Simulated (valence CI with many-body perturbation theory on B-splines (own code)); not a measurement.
Bi XXXIII: M1 decay

Method: relativistic CI+MBPT: five valence electrons over a frozen Dirac-Fock core [Kr] 4d10, a basis of 7 s, 7 p, 7 d, 7 f, 4 g, 2 h functions for each j, with the one-electron correlation potential Σ1, the two-electron term Σ2, the three-electron term Σ3, Breit, model QED; selected CI, second order for the rest, scaled by the run's own slope (own B-spline code, finite nucleus).

The last digits are not significant, and no measured levels were compared; by estimate large intervals hold to a few tenths of a per cent, small ones and those within an open d or f shell to about a per cent. Core correlation moves these levels by up to 6600 cm⁻¹, and in measured spectra 5 to 20 % of such shifts remained as error; rates that hang on mixing are uncertain with them. Among the levels kept, up to 710 cm⁻¹ of a level comes from second order outside the variational space, and about a tenth of that is noise between levels of different J, which matters for small intervals. Only levels of the ground parity were solved; by the run's estimate the other parity begins above the list, which can be wrong where configurations are misplaced.

Lines 51 to 100 of 120 in falling wavelength, among levels below 175310 cm⁻¹, chosen from the decays that carry over 1 % of a level's rate. Wavelengths and rates use the calculated energies. Weak lines are less certain than strong ones. Lines between different terms over intervals too small for the method are left out, as are lines whose strength nearly cancels. Where a level lies close to another of its J and parity, the split of strength between their lines is uncertain.

Levels are named by their leading jj configuration (3d3/2^4 stands for four electrons in 3d with j = 3/2), which in mixed levels can hold well under half, so a name can repeat and another be missing. Letters in brackets count levels of one name in rising energy.

| λ vac (Å) | Upper | Lower | Type | A (s⁻¹) | Branch % |
| --- | --- | --- | --- | --- | --- |
| 2420 | (4f5/2^3 4f7/2^2) J=17/2 [b] | (4f5/2^3 4f7/2^2) J=15/2 [a] | M1 | 7.47e+00 | 22.3 |
| 2407 | (4f5/2^3 4f7/2^2) J=13/2 [b] | (4f5/2^4 4f7/2) J=11/2 [b] | M1 | 3.66e+02 | 25.5 |
| 2353 | (4f5/2^3 4f7/2^2) J=5/2 [d] | (4f5/2^3 4f7/2^2) J=3/2 [a] | M1 | 4.95e+02 | 16.1 |
| 2230 | (4f5/2^4 4f7/2) J=5/2 | (4f5/2^5) J=5/2 | M1 | 1.99e+03 | 99.2 |
| 2212 | (4f5/2^3 4f7/2^2) J=13/2 [c] | (4f5/2^3 4f7/2^2) J=15/2 [a] | M1 | 1.01e+02 | 4.8 |
| 2200 | (4f5/2^3 4f7/2^2) J=5/2 [a] | (4f5/2^4 4f7/2) J=3/2 [a] | M1 | 2.22e+03 | 34.3 |
| 2174 | (4f5/2^4 4f7/2) J=11/2 [b] | (4f5/2^3 4f7/2^2) J=9/2 [a] | M1 | 6.92e+02 | 81.9 |
| 2139 | (4f5/2^3 4f7/2^2) J=9/2 [c] | (4f5/2^4 4f7/2) J=9/2 | M1 | 6.88e+01 | 4.2 |
| 2121 | (4f5/2^3 4f7/2^2) J=13/2 [c] | (4f5/2^4 4f7/2) J=11/2 [b] | M1 | 4.12e+01 | 2.0 |
| 2075 | (4f5/2^3 4f7/2^2) J=5/2 [c] | (4f5/2^3 4f7/2^2) J=5/2 [a] | M1 | 5.70e+02 | 10.7 |
| 2056 | (4f5/2^4 4f7/2) J=3/2 [a] | (4f5/2^5) J=5/2 | M1 | 1.01e+03 | 99.7 |
| 2055 | (4f5/2^3 4f7/2^2) J=9/2 [d] | (4f5/2^4 4f7/2) J=9/2 | M1 | 1.02e+03 | 26.3 |
| 2033 | (4f5/2^3 4f7/2^2) J=17/2 [a] | (4f5/2^4 4f7/2) J=15/2 | M1 | 1.93e+03 | 96.9 |
| 2031 | (4f5/2^3 4f7/2^2) J=7/2 [b] | (4f5/2^3 4f7/2^2) J=7/2 [a] | M1 | 1.11e+03 | 27.1 |
| 2030 | (4f5/2^3 4f7/2^2) J=5/2 [a] | (4f5/2^4 4f7/2) J=5/2 | M1 | 9.78e+02 | 15.2 |
| 2027 | (4f5/2^3 4f7/2^2) J=9/2 [b] | (4f5/2^3 4f7/2^2) J=9/2 [a] | M1 | 8.83e+02 | 15.9 |
| 1950 | (4f5/2^3 4f7/2^2) J=3/2 [a] | (4f5/2^4 4f7/2) J=1/2 | M1 | 3.14e+03 | 60.2 |
| 1916 | (4f5/2^3 4f7/2^2) J=11/2 [b] | (4f5/2^4 4f7/2) J=9/2 | M1 | 4.98e+02 | 33.2 |
| 1861 | (4f5/2^3 4f7/2^2) J=11/2 [a] | (4f5/2^3 4f7/2^2) J=9/2 [a] | M1 | 1.61e+03 | 60.9 |
| 1845 | (4f5/2^4 4f7/2) J=9/2 | (4f5/2^4 4f7/2) J=7/2 | M1 | 1.43e+02 | 40.7 |
| 1767 | (4f5/2^3 4f7/2^2) J=3/2 [a] | (4f5/2^4 4f7/2) J=3/2 [a] | M1 | 1.49e+03 | 28.6 |
| 1717 | (4f5/2^3 4f7/2^2) J=15/2 [b] | (4f5/2^4 4f7/2) J=13/2 | M1 | 9.26e+02 | 65.2 |
| 1676 | (4f5/2^3 4f7/2^2) J=7/2 [c] | (4f5/2^3 4f7/2^2) J=7/2 [a] | M1 | 3.71e+02 | 7.4 |
| 1656 | (4f5/2^3 4f7/2^2) J=3/2 [a] | (4f5/2^4 4f7/2) J=5/2 | M1 | 1.89e+02 | 3.6 |
| 1626 | (4f5/2^3 4f7/2^2) J=5/2 [a] | (4f5/2^4 4f7/2) J=7/2 | M1 | 2.24e+03 | 34.7 |
| 1615 | (4f5/2^3 4f7/2^2) J=5/2 [b] | (4f5/2^4 4f7/2) J=5/2 | M1 | 4.06e+03 | 83.1 |
| 1576 | (4f5/2^3 4f7/2^2) J=9/2 [c] | (4f5/2^3 4f7/2^2) J=7/2 [a] | M1 | 5.77e+02 | 35.5 |
| 1575 | (4f5/2^3 4f7/2^2) J=11/2 [b] | (4f5/2^4 4f7/2) J=13/2 | M1 | 2.27e+02 | 15.1 |
| 1551 | (4f5/2^3 4f7/2^2) J=1/2 | (4f5/2^4 4f7/2) J=1/2 | M1 | 9.44e+02 | 18.4 |
| 1548 | (4f5/2^3 4f7/2^2) J=7/2 [b] | (4f5/2^3 4f7/2^2) J=9/2 [a] | M1 | 1.90e+03 | 46.3 |
| 1530 | (4f5/2^3 4f7/2^2) J=9/2 [d] | (4f5/2^3 4f7/2^2) J=7/2 [a] | M1 | 1.81e+03 | 46.8 |
| 1528 | (4f5/2^3 4f7/2^2) J=9/2 [c] | (4f5/2^4 4f7/2) J=11/2 [a] | M1 | 4.87e+02 | 30.0 |
| 1485 | (4f5/2^3 4f7/2^2) J=9/2 [d] | (4f5/2^4 4f7/2) J=11/2 [a] | M1 | 1.94e+02 | 5.0 |
| 1469 | (4f5/2^3 4f7/2^2) J=3/2 [b] | (4f5/2^4 4f7/2) J=1/2 | M1 | 4.42e+01 | 4.0 |
| 1433 | (4f5/2^3 4f7/2^2) J=1/2 | (4f5/2^4 4f7/2) J=3/2 [a] | M1 | 4.16e+03 | 81.2 |
| 1427 | (4f5/2^3 4f7/2^2) J=7/2 [a] | (4f5/2^5) J=5/2 | M1 | 8.26e+01 | 7.1 |
| 1410 | (4f5/2^3 4f7/2^2) J=11/2 [b] | (4f5/2^4 4f7/2) J=11/2 [a] | M1 | 2.97e+02 | 19.8 |
| 1400 | (4f5/2^3 4f7/2^2) J=9/2 [b] | (4f5/2^4 4f7/2) J=7/2 | M1 | 4.51e+03 | 81.2 |
| 1389 | (4f5/2^3 4f7/2^2) J=13/2 [b] | (4f5/2^4 4f7/2) J=15/2 | M1 | 6.62e+01 | 4.6 |
| 1385 | (4f5/2^3 4f7/2^2) J=5/2 [c] | (4f5/2^3 4f7/2^2) J=7/2 [a] | M1 | 1.80e+03 | 33.7 |
| 1383 | (4f5/2^3 4f7/2^2) J=13/2 [c] | (4f5/2^4 4f7/2) J=13/2 | M1 | 2.90e+02 | 13.8 |
| 1363 | (4f5/2^3 4f7/2^2) J=3/2 [b] | (4f5/2^4 4f7/2) J=3/2 [a] | M1 | 7.66e+02 | 70.0 |
| 1357 | (4f5/2^3 4f7/2^2) J=17/2 [b] | (4f5/2^4 4f7/2) J=15/2 | M1 | 2.06e+00 | 6.1 |
| 1348 | (4f5/2^3 4f7/2^2) J=13/2 [b] | (4f5/2^4 4f7/2) J=11/2 [a] | M1 | 3.39e+02 | 23.6 |
| 1348 | (4f5/2^3 4f7/2^2) J=5/2 [b] | (4f5/2^4 4f7/2) J=7/2 | M1 | 5.30e+02 | 10.8 |
| 1343 | (4f5/2^3 4f7/2^2) J=7/2 [b] | (4f5/2^4 4f7/2) J=5/2 | M1 | 1.19e+02 | 2.9 |
| 1333 | (4f5/2^3 4f7/2^2) J=7/2 [c] | (4f5/2^3 4f7/2^2) J=9/2 [a] | M1 | 8.60e+02 | 17.1 |
| 1296 | (4f5/2^3 4f7/2^2) J=3/2 [b] | (4f5/2^4 4f7/2) J=5/2 | M1 | 9.85e+01 | 9.0 |
| 1289 | (4f5/2^3 4f7/2^2) J=13/2 [c] | (4f5/2^4 4f7/2) J=15/2 | M1 | 1.59e+03 | 75.7 |
| 1288 | (4f5/2^3 4f7/2^2) J=5/2 [d] | (4f5/2^3 4f7/2^2) J=7/2 [a] | M1 | 7.47e+02 | 24.3 |
